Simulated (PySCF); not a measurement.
Electron correlation in C (carbon, neutral)

Starting occupation: [He] 2s2 2p2, 2p1/2 with m_j = -1/2, +1/2. Computed with PySCF 2.14 in x2c-QZVPPall-2c, with X2C-1e with screened-nucleus spin-orbit coupling, Gaussian nucleus. Frozen: 1s2; 4 electrons correlated; the 2 highest virtual spinors left out.

MP2 pair energies summed by pair of shells (mhartree):

| pair | energy | share (%) |
| --- | --- | --- |
| 2p-2s | -46.75 | 62.9 |
| 2s-2s | -19.95 | 26.9 |
| 2p-2p | -7.61 | 10.2 |

Total MP2 correlation energy: -74.31 mhartree.

The GHF reference relaxed away from the jj start to a determinant that is no pure jj level (⟨S²⟩ = 2.01, ⟨J²⟩ = 2.00); the energies belong to that determinant.
